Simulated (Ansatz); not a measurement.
Reactions of CH6InP, SMILES `[CH3][InH][PH2]`.

Calculated with Ansatz (gas phase, PBE0-D4/def2-TZVP geometries, no zero-point term in ΔE). CCSD(T)/CBS adds triple-zeta CCSD(T) − MP2 to the extrapolated MP2 energy (def2 sets, frozen cores). This one scheme is used for every species. Elements past krypton have def2 core potentials. For Ge, In outer-core shells are correlated without core-valence functions, which leaves a few kJ/mol of doubt a bond. Scalar relativity is left out up to krypton. Each species was taken in one conformer, which may not be the lowest.

```json
{"reaction": "`[CH3][InH][PH2]` + `OB(F)F` → `FB(F)OP` + `[CH3][InH2]`", "HF/CBS(def2) (kJ/mol)": "66"}
{"reaction": "`[CH3][InH][PH2]` + `[OH][AlH][SiH3]` → `[OH][AlH][SiH2]P` + `[CH3][InH2]`", "HF/CBS(def2) (kJ/mol)": "40"}
{"reaction": "`[CH3][InH][PH2]` + `C[SiH2][GeH3]` → `C[SiH2][GeH2][PH2]` + `[CH3][InH2]`", "HF/CBS(def2) (kJ/mol)": "35"}
{"reaction": "`[CH3][InH][PH2]` + `O[SiH2]F` → `F[SiH2]OP` + `[CH3][InH2]`", "HF/CBS(def2) (kJ/mol)": "51"}
```

Give the CCSD(T)/CBS values in the same order. (Best estimate.)

Computed: 93, 39, 36, 80 kJ/mol.

Largest T1 diagnostic: 0.014, for `[OH][AlH][SiH2]P`.
